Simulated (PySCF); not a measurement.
A calculated (LDA, PySCF 2.14, aug-cc-pVDZ, the non-relativistic Hamiltonian (point nucleus)) atom or ion has these occupied shells.

| shell | electrons | orbital energy (eV) | rms radius, mean of both spins (bohr) |
| --- | --- | --- | --- |
| 1s α | 1 | -4358.0 | 0.0853 |
| 1s β | 1 | -4358.0 | 0.0853 |
| 2s α | 1 | -467.94 | 0.377 |
| 2s β | 1 | -467.74 | 0.377 |
| 2p α | 3 | -387.25 | 0.344 |
| 2p β | 3 | -387.09 | 0.344 |
| 3s α | 1 | -54.019 | 1.17 |
| 3s β | 1 | -53.357 | 1.17 |
| 3p α | 3 | -33.454 | 1.28 |
| 3p β | 3 | -32.787 | 1.28 |
| 4s α | 1 | -4.263 | 3.93 |
| 4s β | 1 | -4.042 | 3.93 |
| 3d α | 1 | -3.583 | 2.17 |

Name the element and its charge.

Sc (scandium, neutral), in [Ar] 3d1 4s2, 2D determinant.
